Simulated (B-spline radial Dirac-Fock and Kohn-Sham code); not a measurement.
Sb²⁸⁺: scattering cross sections and density moments

System: antimony as Sb²⁸⁺, [Ar] 3d5.

The computed values come from a radial atomic solver: relativistic Hartree-Fock (Dirac-Fock) wave functions, averaged over the configuration.

* Sum of ⟨r⟩: 4.789 bohr
* Sum of ⟨r²⟩: 1.442 bohr²
* Sum of ⟨1/r⟩: 264.72 per bohr
* Langevin diamagnetic susceptibility: -1.14 × 10⁻⁶ cm³/mol
* Lamb shielding (α²/3)Σ⟨1/r⟩: 4699 ppm

Coherent scattering is the Thomson cross section weighted by f₀², without anomalous dispersion; incoherent scattering is Klein-Nishina weighted by S. The Lamb formula is the non-relativistic shielding expression. Electron correlation is left out. A dash stands where the photon energy is too low for the impulse approximation behind that column.

```tsv
hν (keV)	coherent (b)	incoherent (b)	incoherent per electron (b)
1	350.9	–	–
5	327.1	–	–
20	155.1	4.282	0.186
30	95.36	6.081	0.264
50	48.01	7.948	0.346
100	15.76	9.068	0.394
200	4.694	8.497	0.369
1000	0.2141	4.807	0.209
```

Incoherent scattering overtakes coherent scattering between 100 and 200 keV.
